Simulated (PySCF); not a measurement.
**Ionisation energy of Ni¹⁴⁺ by level of theory**

Ni¹⁴⁺ [Ne] 3s2 3p2 (3P) → Ni¹⁵⁺ [Ne] 3s2 3p1 (2P), as a difference of total energies. Calculation: PySCF 2.14, in an even-tempered Gaussian basis (17 s from 0.93 bohr⁻², ratio 2.5; 11 p from 1.2 bohr⁻², ratio 2.5; 5 d from 6.3 bohr⁻², ratio 2.7; 4 f from 9.5 bohr⁻², ratio 2.7); no relativity, point nucleus. Correlated levels: outer shells: 1s2 frozen; virtual orbitals above 40 to 60 times the deepest correlated orbital energy dropped. The calculations carry no spin-orbit coupling.

| method | ionisation energy (eV) |
| --- | --- |
| UHF | 459.04 |
| MP2 (outer shells) | 459.60 |
| SCS-MP2 (outer shells) | 459.44 |
| CCSD (outer shells) | 459.52 |
| CCSD(T) (outer shells) | 459.52 |

Problem. How much does correlation contribute at CCSD(T) (outer shells)?

Solution. 459.52 − (459.04) = 0.48 eV, measured against UHF.

A first-order spin-orbit estimate (lowest level to lowest level, LS coupling) adds -0.077 eV.

These non-relativistic numbers lack the scalar-relativistic shift.

For comparison: 462.8 ± 1.1 eV (semi-empirical (NIST evaluation); NIST Atomic Spectra Database, ionization energies).
